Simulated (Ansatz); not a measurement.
The molecule InF, closed-shell singlet (the spin of the measured ground state). No spin–orbit coupling.

D_e counts from the fitted minimum to each atom's lowest state at the same level, without counterpoise. The singlet is restricted.

Correlated levels freeze the inner cores; with def2 sets outer-core shells near the valence are correlated too. CBS(a, b) extrapolates the correlation energy as X⁻³ and adds the Hartree–Fock energy of set b.

Programs: Ansatz (a first-principles code) with Gaussian orbitals.  In def2 rows elements past Kr take small-core potentials, without spin–orbit coupling.

PBE/def2-TZVPP gives 558.4 kJ/mol for the bond energy D_e.

### Question
Where do these levels fall relative to PBE: r2SCAN/def2-TZVPP, PBE0/def2-TZVPP, wB97M-V/def2-TZVPP, B2PLYP/def2-TZVPP, CCSD(T)/CBS(def2-TZVPP, def2-QZVPP).

### Answer
r2SCAN/def2-TZVPP -19.4; PBE0/def2-TZVPP -36.2; wB97M-V/def2-TZVPP -22.9; B2PLYP/def2-TZVPP -22.8; CCSD(T)/CBS(def2-TZVPP, def2-QZVPP) -6.6 kJ/mol. 0 of 5 lie above PBE; the widest gap is to PBE0/def2-TZVPP.
